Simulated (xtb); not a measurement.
Al(F)(OH)(NH2) (AlFH3NO), SMILES [F][Al]([NH2])[OH]. All values are semi-empirical tight-binding results from xtb (GFN2-xTB unless named), good for trends rather than for accurate numbers. The structure is a stationary point at GFN2-xTB. The values are those of a single conformer.

Optimised geometry:

Bonds (Å): Al1–F2 1.654, Al1–O3 1.638, Al1–N5 1.768, O3–H4 0.945, N5–H6 1.006, N5–H7 1.007. Bond angles (°): F2–Al1–O3 119.9, F2–Al1–N5 118.9, O3–Al1–N5 121.2, Al1–O3–H4 162.6, Al1–N5–H6 124.4, Al1–N5–H7 124.6, H6–N5–H7 111.0.

For metal compounds this method's bond lengths and energies can be far off.

The point group as xtb finds it is Cs, the orbital gap is 3.91 eV and the zero-point energy is 24.2 kcal/mol. The G − E(el) at 298.15 K (modified RRHO) is 5.6 kcal/mol.

Computed atomic charges and the Wiberg bond orders between heavy atoms:
charges (e) Al1 0.43, F2 -0.27, O3 -0.46, H4 0.32, N5 -0.38, H6 0.18, H7 0.18. Bond orders Al1–F2 1.19, Al1–O3 1.36, Al1–N5 1.31.
